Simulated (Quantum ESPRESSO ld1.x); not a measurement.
Question: Radial electron density D(r) = 4 pi r^2 rho(r) of an atom or ion with 7.2 electrons. Method: non-relativistic Kohn-Sham, PBEsol, spin-unpolarised, spherical densities, point nucleus; computed with ld1.x of Quantum ESPRESSO 7.5.

| r (bohr) | D(r) (e/bohr) |
|---|---|
| 0.008502 | 0.1635 |
| 0.01047 | 0.2402 |
| 0.01279 | 0.3453 |
| 0.01574 | 0.4991 |
| 0.01923 | 0.7042 |
| 0.02367 | 0.9940 |
| 0.02891 | 1.363 |
| 0.0356 | 1.857 |
| 0.04348 | 2.442 |
| 0.05353 | 3.151 |
| 0.06539 | 3.891 |
| 0.0805 | 4.637 |
| 0.09833 | 5.216 |
| 0.1211 | 5.534 |
| 0.1479 | 5.458 |
| 0.1821 | 4.968 |
| 0.2224 | 4.244 |
| 0.2738 | 3.536 |
| 0.3344 | 3.245 |
| 0.4117 | 3.561 |
| 0.5029 | 4.348 |
| 0.6191 | 5.215 |
| 0.7562 | 5.572 |
| 0.9311 | 5.127 |
| 1.137 | 4.017 |
| 1.4 | 2.587 |
| 1.71 | 1.390 |
| 2.106 | 0.5787 |
| 2.572 | 0.1949 |
| 3.166 | 0.04677 |
| 3.867 | 0.008396 |

What is the nuclear charge?

Answer: Z = 8. The innermost maximum, from 1s, lies near 1/Z = 0.125 bohr (found: 0.129), and its height grows with Z. The density is that of the oxygen ion O0.8+ in 1s1.2 2s2 2p4; the configuration itself is not fixed sharply by these data. D(r) has 2 maxima, at r = 0.129, 0.756 bohr, and minima at 0.334 bohr, inside which lie 1.30 electrons.
